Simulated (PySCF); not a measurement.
Isomers of C4H9FO2S, one GFN2-xTB conformer each. Single-point energies are computed at PBE0/pcSseg-1 (PySCF, gas phase, no added dispersion term), electronic only.

```
               SMILES  GFN2-xTB relative energy (kJ/mol)
CCS(=O)(=O)[C@@H](C)F                                0.0
       CCS(=O)(=O)CCF                                6.4
       CS(=O)(=O)CCCF                                3.1
```

Conformers: `[CH3:1][CH2:2][S:3](=[O:4])(=[O:5])[C@@H:6]([CH3:7])[F:8]` with C1–C2–S3–O4 64°, C2–S3–C6–C7 -158°; `[CH3:1][CH2:2][S:3](=[O:4])(=[O:5])[CH2:6][CH2:7][F:8]` with C1–C2–S3–O4 65°, C2–S3–C6–C7 180°, S3–C6–C7–F8 180°; `[CH3:1][S:2](=[O:3])(=[O:4])[CH2:5][CH2:6][CH2:7][F:8]` with C1–S2–C5–C6 -176°, S2–C5–C6–C7 -78°, C5–C6–C7–F8 -68°.

What does PBE0/pcSseg-1 give for the same structures?

```json
{"SMILES": "CCS(=O)(=O)[C@@H](C)F", "PBE0/pcSseg-1 E (Eh)": "-805.62027", "PBE0/pcSseg-1 (kJ/mol)": "0.0", "GFN2-xTB (kJ/mol)": "0.0", "point group": "C1"}
{"SMILES": "CS(=O)(=O)CCCF", "PBE0/pcSseg-1 E (Eh)": "-805.62002", "PBE0/pcSseg-1 (kJ/mol)": "0.7", "GFN2-xTB (kJ/mol)": "3.1", "point group": "C1"}
{"SMILES": "CCS(=O)(=O)CCF", "PBE0/pcSseg-1 E (Eh)": "-805.61695", "PBE0/pcSseg-1 (kJ/mol)": "8.7", "GFN2-xTB (kJ/mol)": "6.4", "point group": "Cs"}
```

Both levels put the same isomer lowest; measured from each level's own lowest isomer, the values differ by up to 2.4 kJ/mol (CS(=O)(=O)CCCF: 3.1 against 0.7). Neighbours under 10 kJ/mol apart (CCS(=O)(=O)[C@@H](C)F and CS(=O)(=O)CCCF; CS(=O)(=O)CCCF and CCS(=O)(=O)CCF) can change places with a better method, another conformer or zero-point energy.

Which frontier levels, dipoles and rotational constants go with these structures?

| SMILES | HOMO (eV, PBE0/pcSseg-1) | LUMO (eV) | dipole (D) | A, B, C (MHz) |
| --- | --- | --- | --- | --- |
| CCS(=O)(=O)[C@@H](C)F | -8.21 | 0.84 | 3.02 | 2814, 1337, 1137 |
| CS(=O)(=O)CCCF | -8.33 | 0.88 | 3.52 | 3309, 1002, 973.4 |
| CCS(=O)(=O)CCF | -8.47 | 0.69 | 4.01 | 4170, 877.3, 859.6 |
